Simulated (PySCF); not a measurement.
Dissociation curve of NaI, singlet.

Method: PySCF with CCSD(T) on UHF/def2-TZVP, 5 core orbitals frozen, def2 effective core potentials past Kr.

Relative to R = 2.71 Å, what are the energies at R = 2.19, 2.42, 2.86, 2.96 Å?

123.3 kJ/mol at 2.19 Å, 29.6 kJ/mol at 2.42 Å, 3.4 kJ/mol at 2.86 Å, 9.4 kJ/mol at 2.96 Å.

The unrestricted determinant behind UCCSD(T) is spin-contaminated at 6.00 to 8.19 Å (<S²> up to 1.0, against 0.00 for a pure singlet).
